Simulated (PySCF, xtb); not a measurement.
Cd(I)(Me) (CH3CdI), SMILES [CH3][Cd][I].

GFN2-xTB in xtb 6.7.1 at its own geometry gives an orbital gap of 4.56 eV and a dipole moment of 6.48 D.

Coordinates come from a B3LYP-D3(BJ)/def2-SVP optimisation. The def2 effective core potentials stand for the cores of Cd, I; spin–orbit coupling is left out.

Task: What does ωB97X/def2-TZVPD in PySCF give? (An estimate is asked for; the answer gives what the named calculation found.)

Result: gap 10.13 eV (levels -9.51 and 0.62 eV), dipole 2.71 D.
